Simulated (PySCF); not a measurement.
## Cd⁴²⁺: ionisation energy

Cd⁴²⁺ [He] 2s2 2p2 (3P) → Cd⁴³⁺ [He] 2s2 2p1 (2P), as a difference of total energies. Computed with PySCF 2.14 in an uncontracted even-tempered set (17 s from 18 bohr⁻², ratio 2.2; 10 p from 23 bohr⁻², ratio 2.2; 5 d from 91 bohr⁻², ratio 2.4; 5 f from 140 bohr⁻², ratio 2.4; 4 g from 200 bohr⁻², ratio 2.4), with the non-relativistic Hamiltonian (point nucleus). Correlated levels: nothing frozen; virtual orbitals above 40 to 60 times the deepest correlated orbital energy dropped. The calculations carry no spin-orbit coupling.

```
                 method  ionisation energy (eV)
                    UHF                  6662.6
                    LDA                  6658.3
                    PBE                  6661.1
                   PBE0                  6661.7
                 r2SCAN                  6664.8
                 PBEsol                  6659.1
                  M06-L                  6664.0
    MP2 (all electrons)                  6661.2
SCS-MP2 (all electrons)                  6660.6
```

Spin-orbit coupling is strong in these open shells (close to jj coupling). The scalar numbers leave it out and a first-order estimate fails, so it can dominate the gap to the real levels.

The gap to the reference is mostly relativistic.

For comparison: 6869 ± 8 eV (semi-empirical (NIST evaluation); NIST Atomic Spectra Database, ionization energies).
